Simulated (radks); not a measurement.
Q: The tin ion Sn30+, configuration [Ar] 3d2. Method: Dirac Kohn-Sham, PBE, spin-unpolarised, spherical densities, point nucleus; open shells are shared between the two j in proportion to 2j + 1; computed with a radial shooting solver on a logarithmic mesh with Libxc functionals. Some entries of the table are withheld. Estimate them.

orbital,occ.,eigenvalue (hartree),<r> (bohr)
1s1/2,2,-1118.252,0.02905
2s1/2,2,-212.5034,0.1242
2p1/2,2,-202.3007,0.1050
2p3/2,4,-193.7198,0.1102
3s1/2,2,-75.03605,0.3136
3p1/2,2,-71.17461,0.3005
3p3/2,4,-69.24753,0.3091
3d3/2,0.8,-63.16287,(1)
3d5/2,1.2,-62.72524,(2)
4s1/2,0,(3),0.6106
4p1/2,0,-35.86838,0.6065
4p3/2,0,-35.19584,0.6184

A: 
(1) 3d3/2 <r> (bohr): 0.2725
(2) 3d5/2 <r> (bohr): 0.2751
(3) 4s1/2 eigenvalue (hartree): -37.47243
